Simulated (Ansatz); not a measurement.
HISn (SMILES [SnH][I]) moved off its minimum; all values from Ansatz (a first-principles code), cores frozen in correlated methods. Elements past Kr take the def2 small-core potentials, without spin–orbit coupling.
(charge 0, multiplicity 1)
```xyz
3

Sn     0.40407     0.86818     1.10051
H      0.70959     2.19960    -0.34987
I     -0.42381    -0.81571    -0.93282
```

Forces at wB97M-V/def2-TZVPP (eV/Å):

```csv
atom,Fx,Fy,Fz
Sn1,0.105,0.902,-1.878
H2,-0.189,-1.005,1.463
I3,0.084,0.103,0.415
```

Task: Give the forces (eV/Å), the total energy and the dipole at CCSD(T)/def2-TZVPPD.

Result: 
| atom | Fx | Fy | Fz |
|---|---|---|---|
| Sn1 | 0.171 | 0.957 | -1.468 |
| H2 | -0.150 | -0.843 | 1.302 |
| I3 | -0.021 | -0.113 | 0.166 |
Energy -510.8882 hartree, dipole 2.75 D.
